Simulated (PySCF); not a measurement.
Bonds: Si1-C2, Si1-C7, Si1-C12, Si1-O17, C2-C3, C7-C8, C12-C13, O17-Si18, Si18-C19, Si18-C20, Si18-C21. C2 carries H4; C3 carries H5, H6; C7 carries H9; C8 carries H10, H11; C12 carries H14; C13 carries H15, H16; C19 carries H22, H23, H24; C20 carries H25, H26, H27; C21 carries H28, H29, H30.

Geometry: PBE0-D3(BJ)/def2-SVP; GIAO absolute shieldings from PySCF, gas phase, non-relativistic, averaged over equivalent atoms.

At PBE0/pcSseg-1 (308 basis functions):
```csv
atoms,σ (ppm)
Si18,335.3
Si1,370.3
C3/C8/C13,40.2
C2/C7/C12,40.9
C19/C20/C21,181.8
H4/H9/H14,24.96
H5/H6/H10/H11/H15/H16,25.02
H22/H23/H24/H25/H26/H27/H28/H29/H30,31.16
O17,254.8
```

Predict the values at B3LYP/pcSseg-1 on the same geometry.

## Answers


```json
{"atoms": "Si18", "σ at B3LYP/pcSseg-1": "324.9", "change": "-10.4"}
{"atoms": "Si1", "σ at B3LYP/pcSseg-1": "359.9", "change": "-10.4"}
{"atoms": "C3/C8/C13", "σ at B3LYP/pcSseg-1": "36.2", "change": "-4.0"}
{"atoms": "C2/C7/C12", "σ at B3LYP/pcSseg-1": "35.0", "change": "-5.9"}
{"atoms": "C19/C20/C21", "σ at B3LYP/pcSseg-1": "176.7", "change": "-5.1"}
{"atoms": "H4/H9/H14", "σ at B3LYP/pcSseg-1": "25.21", "change": "+0.25"}
{"atoms": "H5/H6/H10/H11/H15/H16", "σ at B3LYP/pcSseg-1": "25.26", "change": "+0.24"}
{"atoms": "H22/H23/H24/H25/H26/H27/H28/H29/H30", "σ at B3LYP/pcSseg-1": "31.29", "change": "+0.13"}
{"atoms": "O17", "σ at B3LYP/pcSseg-1": "250.7", "change": "-4.1"}
```

The largest change is at Si1 (silicon bonded to 3 C, O). Cost: 308 basis functions. The order of the carbon signals changes between the two levels.
